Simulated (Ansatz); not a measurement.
Total energies of Ga13N14H34⁺, a nanocrystal cut from wurtzite GaN (hydrogen-capped) from Ansatz at PBE0-D4/def2-TZVP, gas phase (1 Eh = 27.2114 eV = 2625.5 kJ/mol). The reference geometry is relaxed at PBE-D4/def2-SVP.

Cartesian coordinates in Å:
```
N -0.150 -0.594 -3.582
Ga -1.961 -0.326 -2.639
N -2.180 1.657 -2.542
N 0.926 2.450 -2.520
Ga -0.862 2.786 -1.553
N 0.400 -3.067 -1.907
Ga 1.321 -1.361 -2.443
Ga -1.403 -2.841 -0.937
N -1.605 -0.927 -0.843
Ga -3.411 -0.688 0.102
N 1.520 -0.239 -0.851
Ga 2.311 1.442 -1.464
Ga -0.211 0.033 0.118
N -0.593 1.941 0.158
N -2.937 0.462 1.645
Ga -2.360 2.290 1.141
N 2.434 2.697 0.105
Ga 0.671 3.037 1.115
N -1.044 -3.466 0.926
N 2.088 -2.791 1.029
Ga 2.876 -1.106 0.261
Ga 0.323 -2.558 2.066
N -0.015 -0.666 1.924
Ga -1.759 -0.418 2.975
N 3.048 -0.070 1.977
Ga 1.299 0.207 3.031
N 0.944 2.168 2.894
H -0.329 -1.258 -4.352
H 0.180 0.243 -4.083
H -3.022 -1.037 -3.552
H -2.405 2.059 -3.465
H -3.055 1.776 -1.995
H 0.814 2.036 -3.456
H 1.311 3.384 -2.733
H -1.127 4.328 -1.678
H 0.191 -3.595 -2.770
H 1.054 -3.692 -1.417
H 2.622 -1.642 -3.286
H -2.422 -3.740 -1.722
H -4.309 0.115 -0.946
H -3.805 -2.156 0.592
H 3.679 1.347 -2.240
H -3.832 0.603 2.146
H -3.326 2.900 0.025
H -1.942 3.127 2.435
H 2.735 3.618 -0.253
H 3.214 2.430 0.720
H 0.520 4.598 1.189
H -0.952 -4.492 0.970
H -1.936 -3.272 1.421
H 2.049 -3.530 0.314
H 2.765 -3.173 1.708
H 4.281 -1.371 -0.401
H 0.554 -3.253 3.454
H -2.261 -1.903 3.278
H -1.379 0.594 4.150
H 3.575 0.800 1.823
H 3.673 -0.602 2.604
H 1.604 -0.282 4.491
H 0.022 2.278 3.359
H 1.590 2.712 3.485
```

```
           state   geometry   energy (Eh)
charge 1 singlet  reference  -25807.08640
charge 2 doublet  reference  -25806.68315
charge 0 doublet  reference  -25807.18716
```

Single mean-field runs in def2-TZVP are fitted with def2-universal-jkfit.

(1) Work out the vertical ionisation energy to the doublet.

(2) Work out the vertical electron affinity, to the doublet.

(3) Give the fundamental gap IE − EA, the Mulliken electronegativity (IE + EA)/2 and the hardness (IE − EA)/2.

(1) E(charge 2 doublet) − E(charge 1 singlet) = -25806.68315 − (-25807.08640) = 0.40325 Eh = 10.97 eV. For comparison, −ε of the highest occupied level is 9.65 eV at this level, 1.32 eV less.

(2) E(charge 1 singlet) − E(charge 0 doublet) = -25807.08640 − (-25807.18716) = 0.10076 Eh = 2.74 eV.

(3) From the values in Eh: IE − EA = 0.40325 − 0.10076 = 0.30249 Eh = 8.23 eV; (IE + EA)/2 = 6.86 eV; (IE − EA)/2 = 4.12 eV. The HOMO–LUMO gap of the same run is 6.02 eV, 2.21 eV smaller than the fundamental gap.
